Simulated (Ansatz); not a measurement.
Species: BPH3, charge 0, doublet. BPH3 (SMILES B[PH], doublet).
B3LYP-D3(BJ)/def2-TZVP minimum from Ansatz (an electronic-structure program):
```xyz
5

B      0.0943    -0.3580    -1.2104
H     -0.6078     0.0790    -2.0676
H      0.8731    -1.2208    -1.4761
P     -0.1324     0.1823     0.5783
H      1.2493     0.1979     0.9212
```
Charge 0, spin multiplicity 2.

Total energies in cc-pV(T+d)Z, 11 correlated electrons, 6 frozen orbitals. Open shells are spin-unrestricted; no spin-orbit coupling. Cores are frozen in correlated methods. No relativity.

| method | program | energy (Eh) | minus CCSDT(Q) (mEh) |
|---|---|---|---|
| HF | Ansatz | -367.14503 | 281.98 |
| MP2 | Ansatz | -367.37628 | 50.73 |
| CCSD | Ansatz | -367.41472 | 12.28 |
| CCSD(T) | Ansatz | -367.42510 | 1.91 |
| CCSDT(Q) | Ansatz | -367.42701 | 0.00 |

Rough core times of Ansatz's runs on a shared machine: CCSD(T) under 20 s, CCSDT(Q) 30 min.
